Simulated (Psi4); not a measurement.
C$_{6}$H$_{14}$O, singlet, geometry from GFN2-xTB. Base run: Psi4 with CCSD/STO-3G.

Input for Psi4:
```
memory 2 GB

molecule {
0 1
  C    -2.43078635    0.70386941   -0.80303926
  C    -1.25570669    0.44918022    0.14006863
  C    -1.61131725   -0.65358106    1.13232826
  C    -0.00356784    0.09617071   -0.67105441
  C     1.30635872    0.16561605    0.12111794
  C     2.50620758    0.28469755   -0.82155621
  O     1.41416337   -1.00010812    0.91718752
  H    -3.32653403    0.94646361   -0.23583611
  H    -2.63394850   -0.18210721   -1.40088243
  H    -2.21754026    1.53142372   -1.47653008
  H    -1.05474058    1.37209009    0.69721620
  H    -2.44485243   -0.34699566    1.76089494
  H    -1.89494724   -1.55862855    0.59971909
  H    -0.75974526   -0.88569296    1.76357795
  H     0.07553450    0.78969911   -1.51042497
  H    -0.10234493   -0.91470588   -1.06915737
  H     1.28419761    1.05287160    0.77827267
  H     2.44138523    1.19839905   -1.40578699
  H     3.43649354    0.30505001   -0.25455642
  H     2.53090781   -0.56678997   -1.49790355
  H     2.28569861   -1.01592954    1.32670716
}

set basis sto-3g

energy('ccsd')
print_variables()
```

Each row names what was changed in the base input (with any setting that the change needs).

| change | ΔE vs base (mEh) | MP2 correlation (Eh) | basis functions | outcome |
|---|---|---|---|---|
| base | 0.000 | -0.34479 | 49 | converged |
| method = mp4 | - | - | 49 | stopped with an error |
| method = omp2 | 108.2 | -0.34470 | 49 | converged |
| method = mp2.5 | 70.690 | -0.34470 | 49 | converged |
| method = cepa(1) | - | - | 49 | stopped with an error |
| scf_type = pk; mp2_type = conv | 0.000 | -0.34479 | 49 | converged |
| cc_type = df | - | - | 49 | stopped with an error |
| method = scs-mp2 | [?] | -0.34479 | 49 | converged |
| method = qcisd(t) | - | - | 49 | stopped with an error |
| method = lccd | - | - | 49 | stopped with an error |

### Question
What belongs in the gaps?

### Answer

- method = scs-mp2, ΔE vs base (mEh): 73.812

- method = mp4: ended with `Fatal Error: ndocc must be less than nvirt`
- method = cepa(1): ended with `Fatal Error: ndocc must be less than nvirt`
- cc_type = df: ended with `Fatal Error: ndocc must be less than nvirt`
